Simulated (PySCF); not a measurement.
Correlation energy of Al²⁺ (aluminium, charge +2)

[Ne] 3s1, 2S determinant. All numbers are calculated (PySCF 2.14, the spin-free X2C one-electron Hamiltonian (Gaussian nucleus), in ANO-RCC-VTZP (5s4p2d1f, 34 functions)). Frozen: 1s2; 9 electrons correlated.

```tsv
level	correlation energy (mhartree)
CCSD	-209.12
(T)	-0.42
CCSD(T)	-209.54
CCSDT	-209.55
```

Diagnostics: T1 = 0.0024, D1 = 0.0057, largest double amplitude 0.019.

Cost of the coupled-cluster step: of the order of 0.6 core-seconds, for 9 correlated electrons.

Iterations:

```
CC2 = 0
CCSD nocc = (np.int64(5), np.int64(4)), nmo = (33, 33)
frozen orbitals [[0], [0]]
max_cycle = 100
direct = 0
conv_tol = 1e-08
conv_tol_normt = 1e-06
diis_space = 8
diis_start_cycle = 0
Init t2, MP2 energy = -0.205663194219372
Init E_corr(UCCSD) = -0.205663194224357
cycle = 1  E_corr(UCCSD) = -0.208328217290149  dE = -0.00266502307  norm(t1,t2) = 0.0103751
cycle = 2  E_corr(UCCSD) = -0.209015927506877  dE = -0.000687710217  norm(t1,t2) = 0.00187154
cycle = 3  E_corr(UCCSD) = -0.209111374042956  dE = -9.54465361e-05  norm(t1,t2) = 0.000531611
cycle = 4  E_corr(UCCSD) = -0.209119776635616  dE = -8.40259266e-06  norm(t1,t2) = 7.16635e-05
cycle = 5  E_corr(UCCSD) = -0.20911668767788  dE = 3.08895774e-06  norm(t1,t2) = 1.28515e-05
cycle = 6  E_corr(UCCSD) = -0.209116746447774  dE = -5.87698931e-08  norm(t1,t2) = 7.07439e-07
cycle = 7  E_corr(UCCSD) = -0.209116760396356  dE = -1.39485829e-08  norm(t1,t2) = 1.15798e-07
cycle = 8  E_corr(UCCSD) = -0.209116760450341  dE = -5.39841227e-11  norm(t1,t2) = 1.06372e-08
UCCSD converged
E(UCCSD) = -241.6736752430247  E_corr = -0.2091167604503406
UCCSD(T) correction = -0.000423432060129943
```
